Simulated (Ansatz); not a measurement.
Ansatz (a program for electronic structure) input (MP2/6-31G* with LANL2DZ past Ar): The .json file joins the Basis Set Exchange's 6-31G* for atoms up to Ar and LANL2DZ past it.

Ansatz 0.2 input:
```yaml
crystal:
  periodic: [false, false, false]
  atoms:
    - {symbol: In, position_ang: [-0.00000000, -0.00000000, -0.30051582]}
    - {symbol: F, position_ang: [0.00000000, 0.00000000, 1.63614168]}
basis:
  gaussian:
    orbitals: 6-31Gs+LANL2DZ.json
total_charge: 1
magnetization: {spin_polarized: true, initial_magnetization: 1}
correlation: {method: mp2, electrons: outside_noble_gas}
```

Task: What final total energy does it give?

Result: -101.15915 Eh.
